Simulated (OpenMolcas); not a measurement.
Cu2+ among 6 point charges of -1 e arranged as a tetragonal octahedron (D4h), 1.95 Å from the ion, with the axial distance 2.087 Å.

```json
{"Program": "OpenMolcas", "Method": "SS-CASPT2, IPEA 0.25 Eh, imaginary shift 0.1 Eh (closed shells correlated: 3s 3p)", "Basis": "ANO-RCC-VDZP [5s4p2d1f]", "Scalar Hamiltonian": "DKH2, point nucleus", "Active space": "9 electrons in 5 orbitals (3d)", "State averaging": "2S+1 = 2 even, 5 roots", "Spin-orbit coupling": "RASSI with atomic mean-field integrals over the reference wave functions"}
```

Task: What is the spin-free ground state (labels of D4, the rotations of D4h)?

Result: 2B1, 1-fold in its orbital part, 100 % from free-ion D terms; it has the highest spin that d9 allows.

Task: Where is the first state of the same spin?

Result: 2A1 at 1360 cm-1 above the ground state.

Task: What are the lowest two levels with spin-orbit coupling?

Result: A 2-fold level E3/2 with g = 2.14, 2.14, 3.97, then a 2-fold level E1/2 1270 cm-1 above it. Their leading multiplicities are 2 (100 %) and 2 (100 %).

Task: What is χT at 300 K, and how does it compare with the textbook value?

Result: The lowest level has 2S+1 = 2, for which the spin-only value is χT = S(S+1) / 2 = 0.375 cm3 K/mol (g = 2). The computed 0.899 at 300 K differs by +0.524, through orbital momentum, spin-orbit coupling and any other state in reach.

The ground term spreads over less than 5000 cm-1, several times less than with real ligands, so orbital moments are less quenched and χT lies further from the spin-only value than at real sites. Free-ion shares, where given, are those of the reference states; single-state CASPT2 does not remix them. Point charges carry no covalency, so the field is a model and not that of real ligands. No measured value stands beside these numbers.
